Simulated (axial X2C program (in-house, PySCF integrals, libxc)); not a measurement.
**Worked dissociation energy of RbMg: LDA, scalar-relativistic**

Calculated with an in-house relativistic program for diatomic molecules. Spin-free means the one-electron spin-free X2C Hamiltonian. Basis: Rb dyall-cv3z [12s13p8d4f1g], Mg dyall-cv3z [9s8p6d3f] (cores contracted in-house); Gaussian nuclei, density fitting, unrestricted open shells. Masses: Rb 84.912 u, Mg 23.985 u.

Molecular state: M_S = 1/2, Λ = 0 (beyond evenly filled blocks: σα).

* E(Rb) (2M_S = 1, M_L = 0): -2977.019890 hartree
* E(Mg) (2M_S = 0, M_L = 0): -199.443472 hartree
* E(RbMg) at Re: -3176.471611 hartree
* ωe: 77.8 cm⁻¹
* ωexe: 0.944 cm⁻¹

Task: Work out De and D0.

Result: De = -2977.019890 + (-199.443472) − (-3176.471611) = 0.00825 hartree = 0.224 eV. The zero-point energy is ωe/2 − ωexe/4 = 39 cm⁻¹ = 0.005 eV, so D0 = 0.220 eV.

One determinant describes the state; a PBE0 search over occupations chose it and may have missed a lower one. De is counted from the lowest determinant-based energies of the atoms at the same level, without counterpoise correction.

LDA overbinds, often by about an eV.

The levels of this run spread widely (ωe from 46 to 78 cm⁻¹), so these constants depend on the method. The bond is weak, and without diffuse functions and with truncated virtuals even CCSD(T) can be tens of per cent off in De.

Each atomic determinant is the lowest at this level and need not be a pure term. Totals compare only within one Hamiltonian and basis.
